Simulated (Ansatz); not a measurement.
Gas-phase electronic energies from Ansatz, PBE0-D4/def2-TZVP geometries. CBS: MP2 limit from def2 TZ/QZ plus the TZ coupled-cluster correction, frozen cores. This one scheme is used for every species. For Ge outer-core shells are correlated without core-valence functions, which leaves a few kJ/mol of doubt a bond. Scalar relativity is left out up to krypton. One conformer a species, not always the lowest.

Consider the formal exchange of groups at a Ge–O bond: `[NH2][GeH]([OH])[F]` + SiH₄ → `[NH2][GeH]([F])[SiH3]` + H₂O.

| level | ΔE (kJ/mol) |
| --- | --- |
| MP2/def2-TZVPP | 43.7 |
| CCSD/def2-TZVPP | 42.0 |
| CCSD(T)/def2-TZVPP | 40.3 |
| MP2/def2-QZVPP | 39.4 |

What does CCSD(T)/CBS give? (An estimate is asked.)

The calculation gave: +32.7 kJ/mol. The listed levels differ from it by 11.0, 9.3, 7.6, 6.7 kJ/mol.

Largest T1 diagnostic among the species: 0.012.

From PBE to PBE0 (25 % exact exchange), in def2-TZVPP and without D4, ΔE moves by +4.5 kJ/mol. In def2-TZVPP, CCSD(T) changes the Hartree–Fock value by −19.3 kJ/mol (the triples alone add −1.7 kJ/mol) and MP2 by −15.9 kJ/mol. The D4 term adds −4.4 kJ/mol with B3LYP and −2.6 kJ/mol with PBE0; it sums over pairs of atoms, weighted by their polarisabilities, and B3LYP, whose exchange is more repulsive, gets the larger term.

B3LYP here is the variant with VWN-RPA as its local correlation; programs differ in this.
